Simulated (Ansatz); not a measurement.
`F[SiH2]C[SiH3]` and `[AlH2][SiH2]C[SiH3]` differ in one atom or group.

Ansatz, PBE0-D4/def2-TZVP geometries, multiplicity 1. Each molecule was computed in one conformer, which needn't be the lowest.

| property | `F[SiH2]C[SiH3]` |
| --- | --- |
| HOMO energy (PBE0/def2-TZVPP) / eV | -9.02 |
| LUMO energy (PBE/def2-TZVPP) / eV | -0.85 |
| size of the dipole moment (PBE/def2-TZVPP) / D | 1.14 |
| LUMO energy (B3LYP/def2-TZVPP) / eV | -0.19 |
| LUMO energy (PBE0/def2-TZVPP) / eV | 0.02 |
| HOMO–LUMO gap (PBE0/def2-TZVPP) / eV | 9.04 |

Problem. What does the change do to each property? (Estimate.)

Solution. The calculation gave: 
```json
{"property": "HOMO energy (PBE0/def2-TZVPP) / eV", "`[AlH2][SiH2]C[SiH3]`": "-7.12", "shift": "1.90"}
{"property": "LUMO energy (PBE/def2-TZVPP) / eV", "`[AlH2][SiH2]C[SiH3]`": "-2.04", "shift": "-1.19"}
{"property": "size of the dipole moment (PBE/def2-TZVPP) / D", "`[AlH2][SiH2]C[SiH3]`": "2.11", "shift": "0.97"}
{"property": "LUMO energy (B3LYP/def2-TZVPP) / eV", "`[AlH2][SiH2]C[SiH3]`": "-1.39", "shift": "-1.20"}
{"property": "LUMO energy (PBE0/def2-TZVPP) / eV", "`[AlH2][SiH2]C[SiH3]`": "-1.25", "shift": "-1.27"}
{"property": "HOMO–LUMO gap (PBE0/def2-TZVPP) / eV", "`[AlH2][SiH2]C[SiH3]`": "5.86", "shift": "-3.18"}
```

With PBE0 the HOMO rises by 1.90 eV and the LUMO falls by 1.27 eV, so the gap narrows by about 3.17 eV. PBE moves the HOMO by 1.62 eV and ωB97M-V by 2.12 eV. Dipoles are sizes alone; their direction can turn.

Positive LUMOs are unbound, so they and the gaps depend on the basis.

B3LYP here is the variant with VWN-RPA as its local correlation; programs differ in this.
